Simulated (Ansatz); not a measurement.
B₂Cl₄⁺, that is B2(Cl)4 with one electron fewer. The state is a doublet with charge 1. Geometry PBE0-D4/def2-SVP, that of the neutral singlet.

```xyz
6

B    -0.468    0.487   -0.511
Cl   -1.836    1.369    0.125
Cl   -0.078    0.619   -2.209
B     0.469   -0.487    0.510
Cl    1.744    0.217    1.474
Cl    0.168   -2.205    0.610
```

Task: Estimate the α-spin orbital energies around the gap (eV) in Ansatz with PBE-D4/def2-TZVP, PBE0-D4/def2-TZVP, ωB97X-V/def2-TZVP.

Result: 
```tsv
orbital	PBE-D4/def2-TZVP	PBE0-D4/def2-TZVP	ωB97X-V/def2-TZVP
HOMO−5	-14.47	-16.06	-18.57
HOMO−4	-13.85	-15.27	-17.69
HOMO−3	-13.71	-15.11	-17.50
HOMO−2	-13.52	-15.00	-17.42
HOMO−1	-13.48	-14.97	-17.38
HOMO	-13.17	-14.67	-17.08
LUMO	-8.75	-7.95	-5.79
LUMO+1	-8.42	-7.60	-5.41
LUMO+2	-5.02	-4.00	-1.74
LUMO+3	-4.27	-3.29	-1.54
LUMO+4	-3.92	-3.08	-0.70
LUMO+5	-3.32	-2.21	0.09
β HOMO	-13.24	-14.53	-16.88
β LUMO	-12.62	-12.30	-10.73
```
